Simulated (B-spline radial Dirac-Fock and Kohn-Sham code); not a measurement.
**X-ray lines that fill the M3 vacancy in Gd⁺**

System: the Gd⁺ ion, [Xe] 4f7 5d1 6s1, inside a Watson sphere of charge -1 and radius 1.8 Å (a model of the Madelung potential; inside it an electron's potential energy is raised by 8.0 eV).

Model: independent-particle rates on relativistic LDA orbitals of the hole state (multipoles up to L = 3, Coulomb Auger matrix elements, transition energies from Dirac-Fock). Program: a radial finite-basis atomic code.

| line | multipole | energy (eV) | width (meV) | share (%) |
| --- | --- | --- | --- | --- |
| M3-M4 | E1 | 331.3 | 0.0792 | 0.581 |
| M3-M5 | E1 | 361.7 | 0.954 | 7.00 |
| M3-N1 | E1 | 1160.1 | 2.21 | 16.2 |
| M3-N2 | E2 | 1237.0 | 0.00363 | 0.0266 |
| M3-N3 | E2 | 1268.8 | 0.00318 | 0.0233 |
| M3-N4 | E1 | 1396.7 | 1.08 | 7.94 |
| Mγ | E1 | 1402.4 | 8.78 | 64.3 |
| M3-O1 | E1 | – | 0.403 | 2.95 |
| M3-N6 | E2 | 1547.2 | 0.00345 | 0.0253 |
| M3-N7 | E2 | 1547.9 | 0.0203 | 0.149 |
| M3-P1 | E1 | 1555.5 | 0.0270 | 0.198 |
| M3-O4 | E1 | 1555.6 | 0.00896 | 0.0657 |
| M3-O5 | E1 | 1555.8 | 0.0722 | 0.529 |

The listed lines hold 100.0 % of the radiative rate. A dash stands for an energy that rests on an unreliable hole state. The radiative width is 0.0136 eV in the length form and 0.0133 eV in the velocity form; the two differ because the transition energies are not eigenvalue differences of the potential that gave the orbitals.

Values without a named source are computed, but for edge energies of neutral atoms, which are taken from tables.
